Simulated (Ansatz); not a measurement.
Basis sets compared for BiH2(OMe) (CH₅BiO). Charge 0, multiplicity 1. Geometry r2SCAN-D4/def2-TZVP. Ansatz on 4 threads of Arm Neoverse V1 on a shared host; times are rough, and most runs start from earlier orbitals.

```xyz
8

Bi   -0.334   -0.024   -1.691
H    -0.780    1.671   -2.083
H     1.292    0.268   -2.402
O     0.292    0.493    0.237
C    -0.054   -0.421    1.257
H    -1.141   -0.549    1.371
H     0.333   -0.020    2.199
H     0.391   -1.418    1.112
```

In the def2 sets Bi takes a core potential; there is no spin–orbit coupling.

Binding counts from free atoms (Bi quartet, H doublet, O triplet, C triplet) in the same basis, without a counterpoise term.

```tsv
level	functions	energy (Eh)	HOMO (eV)	LUMO (eV)	binding per atom (eV)	wall time
PBE-D4/def2-SVP	79	-330.7256	-5.46	-1.74	3.18	0.55 s
PBE-D4/def2-TZVP	142	-330.8805	-5.76	-1.98	3.20	1 s
r2SCAN-D4/def2-TZVP	142	-331.0231	-6.07	-1.72	3.11	2.1 s
PBE0-D4/def2-SVP	79	-330.7049	-7.07	-0.96	3.08	0.85 s
PBE0-D4/def2-TZVP	142	-330.8563	-7.29	-1.20	3.09	1.4 s
```

Question: Estimate the rows for PBE-D4/def2-TZVPD, r2SCAN-D4/def2-TZVPD, PBE0-D4/def2-TZVPD.

Answer: 
```json
{"level": "PBE-D4/def2-TZVPD", "functions": "178", "energy (Eh)": "-330.8826", "HOMO (eV)": "-5.84", "LUMO (eV)": "-2.05", "binding per atom (eV)": "3.20", "wall time": "1.5 s"}
{"level": "r2SCAN-D4/def2-TZVPD", "functions": "178", "energy (Eh)": "-331.0247", "HOMO (eV)": "-6.13", "LUMO (eV)": "-1.77", "binding per atom (eV)": "3.11", "wall time": "2.8 s"}
{"level": "PBE0-D4/def2-TZVPD", "functions": "178", "energy (Eh)": "-330.8580", "HOMO (eV)": "-7.35", "LUMO (eV)": "-1.28", "binding per atom (eV)": "3.10", "wall time": "2 s"}
```
